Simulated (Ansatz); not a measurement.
Basis sets compared for Sn₁₂Cl₁₂O₂₀H₆²⁺ (started as a model of: [(RSn)12O14(OH)6]2+, R = Cl). The state is a singlet with charge 2. Geometry r2SCAN-D4/def2-SVP. Ansatz on 11 threads of AMD EPYC 7R13 on a shared host and a whole NVIDIA H100 80GB HBM3; times are rough, and most runs start from earlier orbitals.

```xyz
50

Sn    2.374    2.471   -0.123
Sn   -0.857    3.298   -0.382
Sn    0.669    1.707   -2.898
Sn   -2.702    1.151    1.343
Sn   -0.156   -1.502   -2.854
Sn    2.688   -0.228    1.775
Sn    2.702   -1.151   -1.343
Sn    0.156    1.502    2.854
Sn   -2.688    0.228   -1.775
Sn   -2.374   -2.471    0.123
Sn    0.857   -3.297    0.382
Sn   -0.670   -1.707    2.898
O     0.512    1.750   -0.796
O     3.088    0.485   -0.165
O     1.899    1.724    1.794
O    -1.089    2.489    1.554
O    -2.417    1.894   -0.607
O     1.511   -0.222   -2.733
O    -1.005    0.422   -2.934
O    -1.511    0.222    2.733
O    -3.088   -0.485    0.165
O     1.089   -2.489   -1.554
O    -1.899   -1.724   -1.794
O     2.417   -1.894    0.607
O     1.005   -0.422    2.934
O    -0.512   -1.750    0.796
O     1.032    4.078    0.148
O     2.474    2.575   -2.229
O    -0.579    3.356   -2.474
O    -1.032   -4.078   -0.148
O    -2.474   -2.575    2.229
O     0.579   -3.356    2.474
Cl    4.336    3.604    0.352
Cl   -2.086    5.247   -0.163
Cl    0.948    2.086   -5.164
Cl   -4.619    1.948    2.301
Cl   -0.272   -2.584   -4.865
Cl    4.584   -0.407    3.040
Cl    4.619   -1.948   -2.301
Cl    0.272    2.584    4.866
Cl   -4.585    0.407   -3.040
Cl   -4.336   -3.604   -0.352
Cl    2.086   -5.246    0.163
Cl   -0.948   -2.086    5.164
H     1.240    4.983    0.436
H     3.186    2.955   -2.771
H    -0.933    4.009   -3.102
H    -1.240   -4.983   -0.436
H    -3.186   -2.956    2.771
H     0.933   -4.009    3.102
```

In the def2 sets Sn takes a core potential; there is no spin–orbit coupling. Single mean-field runs in def2-SVP, def2-TZVP are fitted with def2-universal-jkfit.

```csv
level,functions,energy (Eh),HOMO (eV),LUMO (eV),wall time
PBE-D4/def2-SVP,838,-9596.4791,-12.78,-10.23,8.5 s
PBE0-D4/def2-SVP,838,-9596.9707,-14.32,-9.59,12 s
```

Question: Estimate the rows for PBE-D4/def2-TZVP, PBE0-D4/def2-TZVP.

Answer: 
```csv
level,functions,energy (Eh),HOMO (eV),LUMO (eV),wall time
PBE-D4/def2-TZVP,1700,-9600.3655,-12.89,-10.29,19 s
PBE0-D4/def2-TZVP,1700,-9600.8300,-14.36,-9.57,27 s
```
